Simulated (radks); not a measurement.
All-electron atom: neutral boron in [He] 2s2 2p1 (the NIST ground configuration). Method: scalar-relativistic Kohn-Sham, BLYP, spin-polarised, spherical densities, finite nucleus; open shells are filled with parallel spins first; Fermi nuclear charge, rms radius 2.406 fm; computed with a radial shooting solver on a logarithmic mesh with Libxc functionals. Some entries of the table are withheld. Estimate them.

| orbital | occ. | eigenvalue (hartree) | <r^2> (bohr^2) | r(max) (bohr) |
|---|---|---|---|---|
| 1s up | 1 | -6.65085 | (1) | 0.2103 |
| 1s down | 1 | -6.64135 | (2) | 0.2102 |
| 2s up | 1 | -0.35682 | (3) | (4) |
| 2s down | 1 | -0.31636 | (5) | (6) |
| 2p up | 1 | -0.14259 | 6.553 | 1.534 |

Answer. 
(1) 1s up <r^2> (bohr^2): 0.1477
(2) 1s down <r^2> (bohr^2): 0.1474
(3) 2s up <r^2> (bohr^2): 4.520
(4) 2s up r(max) (bohr): 1.499
(5) 2s down <r^2> (bohr^2): 4.778
(6) 2s down r(max) (bohr): 1.512
